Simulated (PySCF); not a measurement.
## Ionisation energy of As by level of theory

As [Ar] 3d10 4s2 4p3 (4S) → As⁺ [Ar] 3d10 4s2 4p2 (3P), as a difference of total energies. Calculation: PySCF 2.14, in ANO-RCC-VTZP (6s5p3d1f, 43 functions); the spin-free X2C one-electron Hamiltonian (Gaussian nucleus). Correlated levels: valence: [Ar] 3d10 frozen. The calculations carry no spin-orbit coupling.

```csv
method,ionisation energy (eV)
UHF,9.420
MP2 (valence),9.901
CCSD (valence),9.868
CCSD(T) (valence),9.902
```

Question: Estimate what CCSDT (valence) gives.

Answer: 9.906 eV, closest to CCSD(T) (valence) among the rows shown.

Question: Estimate what SCS-MP2 (valence) gives.

Answer: 9.752 eV, closest to CCSD (valence) among the rows shown.

Errors of the correlated levels include the incompleteness of this basis and the frozen core.

For comparison: 10.008 eV (measured; NIST levels, between the centres of gravity of the two terms).
